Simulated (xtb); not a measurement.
C4H9NO, singlet, geometry from GFN2-xTB; GFN2-xTB (xtb 6.7.1).

Input for xtb:
```
$ xtb mol.xyz --gfn 2 --ohess --json

# file mol.xyz
15

C     -1.67732196    -0.50074772    -0.65125544
N     -0.57422778    -0.00792134     0.14175086
C     -0.86869143     0.33280828     1.51208061
C      0.67424499    -0.00386145    -0.38905005
C      1.78455202     0.44966916     0.53412904
O      0.88585823    -0.33651426    -1.53961564
H     -2.44944444     0.26546260    -0.74932265
H     -1.29193779    -0.75297076    -1.63723256
H     -2.11223673    -1.39244003    -0.19336541
H     -0.34513720     1.23939610     1.81400081
H     -0.59346284    -0.47578459     2.19769932
H     -1.93881019     0.51078421     1.60496050
H      2.72960926     0.32720761     0.01256754
H      1.66052237     1.49927813     0.79283406
H      1.79692460    -0.14057928     1.44710246
```

It wrote (shortened):

```
   ID    Z sym.   atoms
    1    6 C      1, 3-5
    2    7 N      2
    3    8 O      6
    4    1 H      7-15

           -------------------------------------------------
          |                Calculation Setup                |
           -------------------------------------------------

           -------------------------------------------------
          |                 G F N 2 - x T B                 |
           -------------------------------------------------

          ...................................................
          :                      SETUP                      :
          :.................................................:
          :  # basis functions                  33          :
          :  # atomic orbitals                  33          :
          :  # shells                           21          :
          :  # electrons                        36          :
          :  max. iterations                   250          :
          :  Hamiltonian                  GFN2-xTB          :
          :  restarted?                      false          :
          :  GBSA solvation                  false          :
          :  PC potential                    false          :
          :  electronic temp.          300.0000000     K    :
          :  accuracy                    1.0000000          :
          :  -> integral cutoff          0.2500000E+02      :
          :  -> integral neglect         0.1000000E-07      :
          :  -> SCF convergence          0.1000000E-05 Eh   :
          :  -> wf. convergence          0.1000000E-03 e    :
          :  Broyden damping             0.4000000          :
          :  net charge                          0          :
          :  unpaired electrons                  0          :
          ...................................................

 iter      E             dE          RMSdq      gap      omega  full diag
   1    -20.3390824 -0.203391E+02  0.364E+00    5.04       0.0  T
   2    -20.3994889 -0.604065E-01  0.202E+00    4.90       1.0  T
   3    -20.4020967 -0.260782E-02  0.113E+00    5.15       1.0  T
   4    -20.4024987 -0.402002E-03  0.168E-01    5.02       1.0  T
   5    -20.4027572 -0.258497E-03  0.816E-02    5.10       1.0  T
   6    -20.4027693 -0.121329E-04  0.379E-02    5.09       1.0  T
   7    -20.4027698 -0.455176E-06  0.849E-03    5.09       3.0  T
   8    -20.4027702 -0.376078E-06  0.299E-03    5.09       8.6  T
[...]
         :: total energy             -20.154266228013 Eh    ::
 * total energy  :   -20.1542662 Eh     change       -0.3327827E-10 Eh
   *** GEOMETRY OPTIMIZATION CONVERGED AFTER 1 ITERATIONS ***
         :: total energy             -20.154266228046 Eh    ::
[...]
   ------------------------------------------------------------------------
       1     72.36    -1.21890 ( 81.43%)    -0.94664 ( 18.57%)    -1.16834
       2    123.98    -0.90561 ( 97.42%)    -0.78730 (  2.58%)    -0.90256
       3    160.26    -0.75929 ( 99.06%)    -0.71130 (  0.94%)    -0.75884
       4    197.15    -0.64385 ( 99.59%)    -0.64996 (  0.41%)    -0.64388
       5    227.41    -0.56628 ( 99.77%)    -0.60769 (  0.23%)    -0.56638
   ------------------------------------------------------------------------

   temp. (K)  partition function   enthalpy   heat capacity  entropy
                                   cal/mol     cal/K/mol   cal/K/mol   J/K/mol
 298.15  VIB   73.3                 3085.159     19.978     18.703
         ROT  0.143E+06              888.752      2.981     26.572
         INT  0.105E+08             3973.911     22.959     45.275
         TR   0.787E+27             1481.254      4.968     39.289
         TOT                        5455.1648    27.9267    84.5637   353.8146

       T/K    H(0)-H(T)+PV         H(T)/Eh          T*S/Eh         G(T)/Eh
   ------------------------------------------------------------------------
    298.15    0.869336E-02    0.135713E+00    0.401790E-01    0.955340E-01
   ------------------------------------------------------------------------

         :::::::::::::::::::::::::::::::::::::::::::::::::::::
         ::                  THERMODYNAMIC                  ::
         :::::::::::::::::::::::::::::::::::::::::::::::::::::
         :: total free energy         -20.058732246092 Eh   ::
         ::.................................................::
         :: total energy              -20.154266228046 Eh   ::
         :: zero point energy           0.127019579817 Eh   ::
         :: G(RRHO) w/o ZPVE           -0.031485597863 Eh   ::
         :: G(RRHO) contrib.            0.095533981954 Eh   ::
         :::::::::::::::::::::::::::::::::::::::::::::::::::::

optimized geometry written to: xtbopt.xyz

           -------------------------------------------------
          | TOTAL ENERGY              -20.154266228046 Eh   |
          | TOTAL ENTHALPY            -20.018553289708 Eh   |
          | TOTAL FREE ENERGY         -20.058732246092 Eh   |
          | GRADIENT NORM               0.000087986199 Eh/α |
          | HOMO-LUMO GAP               5.087023821741 eV   |
           -------------------------------------------------

normal termination of xtb
```
